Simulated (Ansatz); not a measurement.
A nudged elastic band was laid between two geometries of FGeH5O3Si (11 atoms, charge 0, multiplicity 1).

Level of theory: RKS PBE0-D4/def2-SVP in Ansatz 0.2.0.

- movable images: 9
- climbing image: yes
- spring: 5.0 eV/Å²
- optimiser: lbfgs
- start path: through a guess of the saddle point
- force threshold: 0.05 eV/Å
- iteration limit: 29
- end points: relaxed
- largest step: 0.5 Å

First end point:

```xyz
11
Properties=species:S:1:pos:R:3
O 0.365 -1.301 2.168
Ge -0.367 -0.693 0.706
O -2.046 -0.354 1.010
F -0.211 -1.891 -0.534
O 0.420 0.722 0.085
Si 0.698 1.350 -1.441
H 1.292 -1.543 2.060
H -2.446 -0.984 1.620
H 1.014 2.795 -1.270
H -0.510 1.189 -2.304
H 1.855 0.653 -2.078
```

Last end point:

```xyz
11
Properties=species:S:1:pos:R:3
O 0.226 -0.962 2.358
Ge -0.299 -0.717 0.713
O -2.029 -0.877 0.637
F 0.460 -1.903 -0.295
O 0.179 0.819 0.065
Si 0.587 1.386 -1.455
H 1.184 -0.939 2.465
H -2.367 -1.562 1.226
H 2.003 1.036 -1.769
H 0.430 2.866 -1.429
H -0.308 0.797 -2.495
```

(1) Which bonds break or form, and what moves?

(2) Give the energies along the band, and the barrier.

Results:

(1) No bond is made or broken. The dihedral Ge2–O5–Si6–H11 goes from -80 to 40°. The two ends are copies of one structure, up to a mirror image or an exchange of like atoms.

(2) The run ended unconverged. The highest image is number 5 of 0 to 10, 11.2 kJ/mol above the ends, which have the same energy within 2 meV. The band didn't meet its force threshold, so its energies are provisional: the largest band force was still 0.21 eV/Å, and over the last iterations the top stayed at 0.12 eV.

```
image  path coordinate (Å)  energy (kJ/mol)  dihedral Ge2–O5–Si6–H11 (°)
    0                 0.00              0.0                          -80
    1                 0.57              0.5                          -59
    2                 1.14              1.9                          -38
    3                 1.69              4.0                          -20
    4                 2.24              7.4                           -6
    5                 2.76             11.2                            8
    6                 3.56             10.3                           17
    7                 4.36              8.2                           24
    8                 5.16              4.9                           31
    9                 6.00              1.2                           36
   10                 6.85              0.0                           40
```

Time of the run: 20 min on 2 threads of Arm Neoverse V1, on a shared host, peak memory 0.36 GiB.
